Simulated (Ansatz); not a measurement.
Start from `[SiH3]C1=CCC1` and change one atom or group to get `ClC1=CCC1`.

Ansatz, PBE0-D4/def2-TZVP geometries, multiplicity 1. 

```tsv
property	`[SiH3]C1=CCC1`
HOMO–LUMO gap (PBE0/def2-TZVPP) / eV	7.09
zero-point energy (PBE0-D4/def2-TZVP) / kJ/mol	267.3
HOMO energy (PBE/def2-TZVPP) / eV	-6.24
size of the dipole moment (ωB97M-V/def2-TZVPP) / D	1.00
HOMO–LUMO gap (ωB97M-V/def2-TZVPP) / eV	11.36
LUMO energy (PBE/def2-TZVPP) / eV	-1.21
```

Task: Give the same properties after the change, and the shifts. (Estimate.)

Result: Computed: 
```json
{"property": "HOMO–LUMO gap (PBE0/def2-TZVPP) / eV", "`ClC1=CCC1`": "7.21", "shift": "0.12"}
{"property": "zero-point energy (PBE0-D4/def2-TZVP) / kJ/mol", "`ClC1=CCC1`": "204.8", "shift": "-62.5"}
{"property": "HOMO energy (PBE/def2-TZVPP) / eV", "`ClC1=CCC1`": "-5.91", "shift": "0.33"}
{"property": "size of the dipole moment (ωB97M-V/def2-TZVPP) / D", "`ClC1=CCC1`": "1.57", "shift": "0.57"}
{"property": "HOMO–LUMO gap (ωB97M-V/def2-TZVPP) / eV", "`ClC1=CCC1`": "11.51", "shift": "0.15"}
{"property": "LUMO energy (PBE/def2-TZVPP) / eV", "`ClC1=CCC1`": "-0.84", "shift": "0.37"}
```

With PBE0 the HOMO rises by 0.27 eV and the LUMO rises by 0.39 eV, so the gap widens by about 0.12 eV. PBE moves the HOMO by 0.33 eV and ωB97M-V by 0.30 eV. The zero-point energy changes by -62.5 kJ/mol with -9 modes. Dipoles are sizes alone; their direction can turn.

Positive LUMOs are unbound, so they and the gaps depend on the basis.
